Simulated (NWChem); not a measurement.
System meant: SiH₂O₂ClF; SMILES Cl[Si](F)(O)O

Input file for NWChem:

```
start job
memory heap 200 mb stack 900 mb global 1100 mb
geometry units angstroms noautoz
  O      0.299464    -1.016201     1.424162
  Si    -0.017205    -0.325705    -0.025120
  O     -1.501005    -0.783734    -0.515438
  F      1.117608    -0.780278    -1.074805
  Cl     0.044810     1.708233     0.024699
  H      1.184094    -0.929455     1.791368
  H     -1.791365    -1.662530    -0.252061
end
basis spherical
  O library def2-svp
  Si library def2-svp
  F library def2-svp
  Cl library def2-svp
  H library def2-svp
end
dft
  odft
  mult 2
  xc b3lyp
  iterations 150
  mulliken
end
task dft energy
```

End of the output:

```
 Summary of "ao basis" -> "" (spherical)
 ------------------------------------------------------------------------------
       Tag                 Description            Shells   Functions and Types
 ---------------- ------------------------------  ------  ---------------------
 O                          def2-svp                 6       14   3s2p1d
 Si                         def2-svp                 8       18   4s3p1d
 F                          def2-svp                 6       14   3s2p1d
 Cl                         def2-svp                 8       18   4s3p1d
 H                          def2-svp                 3        5   2s1p

                                 NWChem DFT Module
                                 -----------------

 Summary of "ao basis" -> "ao basis" (spherical)
 ------------------------------------------------------------------------------
       Tag                 Description            Shells   Functions and Types
 ---------------- ------------------------------  ------  ---------------------
 O                          def2-svp                 6       14   3s2p1d
 Si                         def2-svp                 8       18   4s3p1d
 F                          def2-svp                 6       14   3s2p1d
 Cl                         def2-svp                 8       18   4s3p1d
 H                          def2-svp                 3        5   2s1p

  number of electrons :                   58
  multiplicity        :                    2
 ------------------------------------------------------------------------
  no. of electrons and multiplicity not compatible                  58
 ------------------------------------------------------------------------
 ------------------------------------------------------------------------
  current input line :
    26: task dft energy
 ------------------------------------------------------------------------
 ------------------------------------------------------------------------
 There is an error in the input file
 ------------------------------------------------------------------------
 For more information see the NWChem manual at https://nwchemgit.github.io

0: no. of electrons and multiplicity not compatible:Received an Error in Communication
```

Q: What is wrong, and how is it mended?

A: The input was rejected before any calculation. Cause: the multiplicity doesn't fit the number of electrons (an even count wants an odd multiplicity, and the reverse). This input runs:
```
start job
memory heap 200 mb stack 900 mb global 1100 mb
geometry units angstroms noautoz
  O      0.299464    -1.016201     1.424162
  Si    -0.017205    -0.325705    -0.025120
  O     -1.501005    -0.783734    -0.515438
  F      1.117608    -0.780278    -1.074805
  Cl     0.044810     1.708233     0.024699
  H      1.184094    -0.929455     1.791368
  H     -1.791365    -1.662530    -0.252061
end
basis spherical
  * library def2-svp
end
dft
  xc b3lyp
  iterations 150
  mulliken
end
task dft energy
```
It converges to -1000.99215 Ha (B3LYP/def2-SVP).
